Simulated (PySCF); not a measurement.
Si(All)(Cl)(Me)2, SMILES C=CC[Si](C)(Cl)C (C5H11ClSi), singlet, GFN2-xTB optimised geometry.

```
18

C     -0.96    -2.91     1.41
C     -0.17    -1.87     1.62
C     -0.63    -0.45     1.59
Si    -0.03     0.45     0.00
C     -0.63     2.25     0.00
C     -0.63    -0.49    -1.54
Cl     2.02     0.45     0.00
H     -0.59    -3.92     1.43
H     -2.02    -2.79     1.22
H      0.88    -2.02     1.80
H     -0.23     0.07     2.46
H     -1.71    -0.41     1.64
H     -0.27     2.78    -0.88
H     -0.27     2.79     0.87
H     -1.71     2.31     0.00
H     -0.33    -1.53    -1.51
H     -0.23    -0.06    -2.45
H     -1.71    -0.47    -1.62
```

Density from B3LYP/def2-SVP (PySCF) at that geometry.

Minimum of the electron density along straight lines between bonded atoms, close to the bond critical point (lines longer than 1.1 times the sum of covalent radii, or with two minima, are not listed):

```
bond     length / Å  ρ at the minimum / e bohr⁻³  ∇²ρ there / e bohr⁻⁵  position (fraction from the first atom)
-------  ----------  ---------------------------  --------------------  ---------------------------------------
C1–C2         1.321                        0.349                 -0.96                                     0.50
C2–C3         1.490                        0.258                 -0.60                                     0.51
C3–Si4        1.921                        0.110                  0.27                                     0.62
Si4–C5        1.904                        0.112                  0.31                                     0.38
Si4–C6        1.903                        0.113                  0.31                                     0.38
Si4–Cl7       2.041                        0.093                  0.31                                     0.37
C1–H8         1.076                        0.283                 -1.08                                     0.63
C1–H9         1.078                        0.282                 -1.07                                     0.63
C2–H10        1.082                        0.284                 -1.08                                     0.63
C3–H11        1.091                        0.271                 -0.96                                     0.62
C3–H12        1.090                        0.272                 -0.97                                     0.62
C5–H13        1.086                        0.273                 -0.98                                     0.63
C5–H14        1.086                        0.273                 -0.98                                     0.63
C5–H15        1.085                        0.273                 -0.98                                     0.62
C6–H16        1.086                        0.273                 -0.99                                     0.63
C6–H17        1.086                        0.272                 -0.98                                     0.62
C6–H18        1.085                        0.272                 -0.97                                     0.62
```
